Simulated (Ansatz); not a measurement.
Stepwise reaction of `F[SiH3]` with water, as a gas-phase model of exchange steps in deposition or etching. ΔE in kJ/mol; ΔG adds harmonic PBE0-D4 terms to CCSD(T)/CBS, at 1 bar.

Program: Ansatz. Geometries: PBE0-D4/def2-TZVP. ΔE: electronic, gas phase. CCSD(T)/CBS is the MP2 limit (def2-TZVPP, def2-QZVPP) plus CCSD(T) − MP2 in def2-TZVPP, frozen cores. This one scheme is used for every species. Functionals use def2-TZVPP. B3LYP here is the variant with VWN-RPA as its local correlation; programs differ in this. One conformer a species, not always the lowest.

```json
{"step": "1", "reaction": "`F[SiH3]` + H₂O → `O[SiH2]F` + H₂", "PBE-D4": "-88.7", "B3LYP-D4": "-93.7", "ωB97M-V": "-95.0", "CCSD(T)/CBS": "-92.1", "ΔG(500 K)": "-93.1"}
{"step": "3", "reaction": "`O[SiH](O)F` + H₂O → `O[Si](O)(O)F` + H₂", "PBE-D4": "-87.9", "B3LYP-D4": "-95.2", "ωB97M-V": "-96.6", "CCSD(T)/CBS": "-93.5", "ΔG(500 K)": "-88.5"}
```

Task: Give the row of step 2, `O[SiH2]F` + H₂O → `O[SiH](O)F` + H₂. (Best estimate.)

Result: Ansatz gave: 
```tsv
step	reaction	PBE-D4	B3LYP-D4	ωB97M-V	CCSD(T)/CBS	ΔG(500 K)
2	`O[SiH2]F` + H₂O → `O[SiH](O)F` + H₂	-96.9	-102.9	-104.3	-101.0	-99.2
```

Task: By hand: ΔE of the 3 steps together at CCSD(T)/CBS.

Result: (-92.1) + (-101.0) + (-93.5) = -286.6 kJ/mol, or -95.5 kJ/mol a step.

In ΔE step 2 is the lowest and step 1 the highest. All are downhill at CCSD(T)/CBS. ΔG lies between -99.2 and -88.5 kJ/mol a step. PBE-D4 differs from CCSD(T)/CBS by 3.4 to 5.6 kJ/mol a step. Isolated molecules leave out the surface, adducts and barriers. Largest T1 diagnostic: 0.011.
